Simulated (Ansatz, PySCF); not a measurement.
C4H5NSi, SMILES C#C[SiH](N)C#C. Atoms are numbered in the order given.

```xyz
11

C      2.6205    -0.3131    -0.7967
C      1.5382    -0.2584    -0.2437
Si    -0.0938    -0.1647     0.5890
N     -0.7992    -1.7346     0.5627
C     -1.0605     1.1449    -0.2788
C     -1.7273     1.9952    -0.8401
H      3.5783    -0.3616    -1.2838
H      0.0537     0.2522     2.0093
H     -0.8558    -2.2331    -0.3189
H     -1.6192    -1.9134     1.1322
H     -2.3120     2.7485    -1.3379
```

The structure is a stationary point at PBE0-D3(BJ)/def2-SVP. The structure was generated by enumeration, and PubChem lists no compound with its InChIKey, so it may never have been made. Other conformers were not sampled.

Two levels are set side by side: PBE-D3(BJ)/def2-SVP (Ansatz, a quantum-chemistry and plane-wave program) and PBE0-D3(BJ)/def2-SVP (Ansatz). Each level has its own optimised geometry; the coordinates shown are those of the second. Frequencies come from the Hessian of PySCF at each geometry. Differences are taken from unrounded values.

| quantity | PBE0-D3(BJ) |
|---|---|
| mean bond length (Å) | 1.350 |
| bond C1–C2 (Å) | 1.217 |
| bond C2–Si3 (Å) | 1.835 |
| bond Si3–N4 (Å) | 1.721 |
| bond Si3–C5 (Å) | 1.845 |
| bond C5–C6 (Å) | 1.218 |
| bond C1–H7 (Å) | 1.076 |
| bond Si3–H8 (Å) | 1.488 |
| bond N4–H9 (Å) | 1.014 |
| bond N4–H10 (Å) | 1.014 |
| bond C6–H11 (Å) | 1.076 |
| highest harmonic wavenumber (cm⁻¹) | 3708 |
| mean harmonic wavenumber (cm⁻¹) | 1200 |
| zero-point energy (kcal/mol) | 46.31 |

Question: What does PBE-D3(BJ) give, and how far is it from PBE0-D3(BJ)? (Estimate from the structure and the level; the computed values follow.)

Answer: 
```
quantity                            PBE-D3(BJ)  PBE-D3(BJ) minus PBE0-D3(BJ)
----------------------------------  ----------  ----------------------------
mean bond length (Å)                     1.360                         0.010
bond C1–C2 (Å)                           1.228                         0.012
bond C2–Si3 (Å)                          1.839                         0.005
bond Si3–N4 (Å)                          1.739                         0.017
bond Si3–C5 (Å)                          1.849                         0.005
bond C5–C6 (Å)                           1.230                         0.012
bond C1–H7 (Å)                           1.082                         0.007
bond Si3–H8 (Å)                          1.499                         0.011
bond N4–H9 (Å)                           1.024                         0.010
bond N4–H10 (Å)                          1.024                         0.010
bond C6–H11 (Å)                          1.082                         0.007
highest harmonic wavenumber (cm⁻¹)        3573                          -135
mean harmonic wavenumber (cm⁻¹)           1159                           -41
zero-point energy (kcal/mol)             44.73                         -1.58
```

GGA bonds tend to be longer and softer than those of functionals with exact exchange. Differences between two approximate levels are no errors against the true value.
